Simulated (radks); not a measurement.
The numbers below are computed, except where a source is named.
All-electron atom: Zr I in [Kr] 4d2 5s1 6s1 (not the ground configuration). Level of theory: scalar-relativistic Kohn-Sham, r2SCAN, spin-polarised, spherical densities, finite nucleus; open shells are filled with parallel spins first (spin-orbit coupling, left out, can overturn this in heavy ions); meta-GGA in the generalised Kohn-Sham scheme; Fermi nuclear charge, rms radius 4.2694 fm (a radial shooting solver on a logarithmic mesh with Libxc functionals).

Normalised radial functions P(r) = r R(r), r in bohr:

| r | 5s up |
|---|---|
| 0.003817 | 0.0330 |
| 0.00448 | 0.0374 |
| 0.005257 | 0.0421 |
| 0.006169 | 0.0471 |
| 0.007239 | 0.0524 |
| 0.008496 | 0.0576 |
| 0.00997 | 0.0627 |
| 0.0117 | 0.0673 |
| 0.01373 | 0.0710 |
| 0.01611 | 0.0732 |
| 0.01891 | 0.0734 |
| 0.02219 | 0.0708 |
| 0.02583 | 0.0649 |
| 0.03031 | 0.0545 |
| 0.03557 | 0.0392 |
| 0.04174 | 0.0187 |
| 0.04899 | -0.0068 |
| 0.05749 | -0.0359 |
| 0.06746 | -0.0663 |
| 0.07917 | -0.0943 |
| 0.0929 | -0.1150 |
| 0.109 | -0.1229 |
| 0.1279 | -0.1128 |
| 0.1501 | -0.0814 |
| 0.1762 | -0.0291 |
| 0.2051 | 0.0345 |
| 0.2407 | 0.1049 |
| 0.2825 | 0.1626 |
| 0.3315 | 0.1896 |
| 0.389 | 0.1720 |
| 0.4565 | 0.1052 |
| 0.5357 | -0.0017 |
| 0.6286 | -0.1265 |
| 0.7377 | -0.2387 |
| 0.8657 | -0.3051 |
| 1.016 | -0.2998 |
| 1.192 | -0.2137 |
| 1.399 | -0.0572 |
| 1.629 | 0.1299 |
| 1.911 | 0.3304 |
| 2.243 | 0.4979 |
| 2.632 | 0.6025 |
| 3.089 | 0.6260 |
| 3.625 | 0.5704 |
| 4.254 | 0.4576 |
| 4.992 | 0.3244 |
| 5.858 | 0.2039 |
| 6.874 | 0.1138 |
| 8.067 | 0.0585 |
| 9.467 | 0.0236 |
| 11.02 | 0.0085 |
| 12.93 | 0.0023 |
| 15.18 | 0.0005 |
| 17.81 | 0.0001 |
| 20.9 | 0.0000 |
| 24.53 | 0.0000 |
| 28.78 | 0.0000 |

5s up: eigenvalue -7.586 eV, 4 radial nodes at r = 0.0471, 0.189, 0.534, 1.47 bohr, <r> = 3.40 bohr, 90 % of the charge inside 4.96 bohr.

Empty levels of this run are not shown, since the potential may be unsettled where no density lies.
